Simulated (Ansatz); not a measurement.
Input for Ansatz (a program for electronic structure): R-CCSD(T)/aug-cc-pVTZ on HF (SMILES F) with ghost functions, monomers drawn apart or pushed together.

Ansatz 0.2 input:
```yaml
crystal:
  periodic: [false, false, false]
  atoms:
    - {symbol: F, position_ang: [-0.11084606, -0.27438190, -0.45428820]}
    - {symbol: H, position_ang: [-0.07941079, -0.21394166, 0.47618334]}
basis:
  gaussian:
    orbitals: aug-cc-pVTZ
    ghost_atoms:
      - {symbol: C, position_ang: [0.04179640, 0.02286556, 4.09611003]}
      - {symbol: O, position_ang: [0.07903577, 0.09628614, 5.21434427]}
magnetization: {spin_polarized: false}
correlation: {method: ccsd_t, electrons: outside_noble_gas}
scf: {lower_state_search: off}
```

The head of its log:

```
WARN ansatz: RAYON_NUM_THREADS=1 ignored (pool sized by the plan → 1); use --threads N
Functional definition: HF
these checks for a lower state are left out or cut short: stability, starts, cluster_reference, orbital_swaps, neighbouring_geometries, increment
integrals: 0.41 GiB planned
989 factors; integrals over basis functions are off by at most 1.6e-3 eV
mean field: 0.25 GiB planned
mean field evaluation 1: about -2721.7975 eV, gradient 2.5e1 eV
mean field evaluation 2: about -2721.7975 eV, gradient 2.5e1 eV
mean field evaluation 4: about -2722.7696 eV, gradient 1.2e0 eV
mean field evaluation 8: about -2722.7745 eV, gradient 5.7e-5 eV
mean field -2722.77450680 eV, -100.0601175621 hartree, gradient 2.1e-6 eV, S^2 0.000000; 0 other end points of the search recorded, 0 dependent functions left out
1 core orbitals not correlated
reference -2722.77450680 eV, -100.0601175621 hartree; 4, 4 occupied and 156, 156 virtual orbitals, 989 factors
```

**Question.** Predict the final total energy.

**Answer.** -100.3495 hartree (reference determinant -100.0601, T1 diagnostic 0.010).
